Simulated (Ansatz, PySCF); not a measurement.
Molecule: trichlorosilane, sum formula SiHCl3 (charge 0, singlet). SMILES: Cl[SiH](Cl)Cl
Coordinates optimised at B3LYP-D3(BJ)/def2-TZVP (Ansatz, a first-principles code):
```xyz
5

Si     0.0220     0.0063     0.5014
Cl     1.7038    -0.8807    -0.2402
Cl    -1.6228    -1.0461    -0.0923
Cl    -0.1042     1.9202    -0.1959
H      0.0861     0.0245     1.9632
```
Charge 0, spin multiplicity 1.

Quantity: vertical ionisation energy (to the doublet state of charge +1; each state is the SCF solution reached for its spin; the molecule has degenerate orbitals, so one determinant may break the symmetry; for the doublet the Hartree-Fock reference is unstable and T1 is 0.014), in eV. Valence correlation only, unless marked. UHF or UKS for open shells. No spin-orbit coupling. Non-relativistic.  The program attaches cautions to a run behind CCSD/aug-cc-pV(D+d)Z: other roots. The program attaches cautions to a run behind CCSD/aug-cc-pV(T+d)Z: other roots. The program attaches cautions to a run behind CCSD(T)/aug-cc-pV(D+d)Z: other roots.

```json
[
 {"level": "RI-HF/aug-cc-pV(T+d)Z", "program": "Ansatz", "vertical ionisation energy (eV)": "11.38"},
 {"level": "SVWN5/def2-TZVPD", "program": "Ansatz", "vertical ionisation energy (eV)": "11.10"},
 {"level": "PBE0/def2-TZVPD", "program": "Ansatz", "vertical ionisation energy (eV)": "11.48"},
 {"level": "BHLYP/def2-TZVPD", "program": "Ansatz", "vertical ionisation energy (eV)": "11.82"},
 {"level": "CAM-B3LYP/def2-TZVPD", "program": "Ansatz", "vertical ionisation energy (eV)": "11.78"},
 {"level": "B2PLYP/def2-TZVPD", "program": "Ansatz", "vertical ionisation energy (eV)": "11.59"},
 {"level": "CCSD/aug-cc-pV(D+d)Z", "program": "Ansatz", "vertical ionisation energy (eV)": "11.91"},
 {"level": "CCSD/aug-cc-pV(T+d)Z", "program": "Ansatz", "vertical ionisation energy (eV)": "12.07"},
 {"level": "CCSD(T)/aug-cc-pV(D+d)Z", "program": "Ansatz", "vertical ionisation energy (eV)": "11.76"}
]
```

For comparison, minus the highest occupied orbital energy (PySCF): 10.75 eV at M06-2X/def2-TZVPD.
